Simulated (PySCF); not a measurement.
**Ne²⁺ (neon, charge +2) across methods**

[He] 2s2 2p3 3s1, high-spin 5S determinant (an excited configuration). All numbers are calculated (PySCF 2.14, the non-relativistic Hamiltonian (point nucleus), in dyall-acv3z (15s9p4d2f, 76 functions)).

```tsv
method	E (hartree)	mean ε 2s β (eV)	mean ε 2p α (eV)	mean ε 3s α (eV)	Σ⟨r²⟩ (bohr²)	⟨S²⟩
UHF	-125.01062	-94.679	-86.559	-24.551	11.21	6.002
B97-3	-125.2083	-89.037	-75.800	-22.249	11.07	6.001
wB97X	-125.2223	-91.187	-77.721	-24.215	11.10	6.001
r2SCAN0	-125.2099	-88.561	-76.798	-22.357	11.11	6.001
LDA	-124.4813	-85.415	-71.750	-21.482	11.03	6.000
MN15	-125.2039	-89.823	-75.975	-22.429	11.16	6.000
PBE0	-125.1561	-88.348	-75.600	-22.278	11.05	6.001
r2SCAN	-125.2051	-86.004	-73.365	-21.521	11.12	6.001
PBE	-125.1371	-85.581	-71.712	-21.390	11.02	6.000
```

The outer electron is Rydberg-like, and this basis confines it to a smaller radius and binds it less than a complete one would.
